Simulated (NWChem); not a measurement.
Species: CuCl; SMILES [Cl][Cu]

All runs: NWChem. Pople sets run with spherical d functions. Structure relaxed at the PBE-D3(BJ)/def2-SVP level. Static field.

```tsv
level	basis functions	isotropic polarisability (bohr³)	anisotropy (bohr³)
CAM-B3LYP/6-31G*	52	37.2	15.6
CAM-B3LYP/def2-SVP	49	?	?
CAM-B3LYP/def2-TZVP	82	28.8	17.0
CAM-B3LYP/aug-cc-pVDZ	86	36.2	13.4
CAM-B3LYP/def2-TZVPD	94	36.5	13.5
```

**Question.** Complete the blanks.

**Answer.** 
- CAM-B3LYP/def2-SVP, isotropic polarisability (bohr³): 24.2
- CAM-B3LYP/def2-SVP, anisotropy (bohr³): 17.6
